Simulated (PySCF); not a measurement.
# Correlation energy of Ag⁺ (silver, charge +1)

[Kr] 4d9 5s1, high-spin 3D determinant (an excited configuration). Calculation: PySCF 2.14, in def2-QZVPPD with the def2 core potential (28 electrons); scalar relativity through the core potential. Frozen: nothing; 18 electrons correlated.

MP2 pair energies summed by pair of shells (mhartree):

```
 pair   energy  share (%)
4d-4d  -301.50       45.5
4p-4d  -189.39       28.6
4p-4p   -54.94        8.3
4d-5s   -42.43        6.4
4s-4d   -34.40        5.2
4s-4p   -27.65        4.2
4p-5s    -6.38        1.0
4s-4s    -4.73        0.7
4s-5s    -0.60        0.1
```

Total MP2 correlation energy: -662.02 mhartree.

Same-spin part -212.68 and opposite-spin part -449.34 mhartree; SCS-MP2 scales them by 1/3 and 6/5 to -610.10 mhartree.

The basis has no tight functions for the innermost shells, so their pair energies are far from complete.

This basis was not built for core-valence correlation, so the inner-shell part is incomplete.
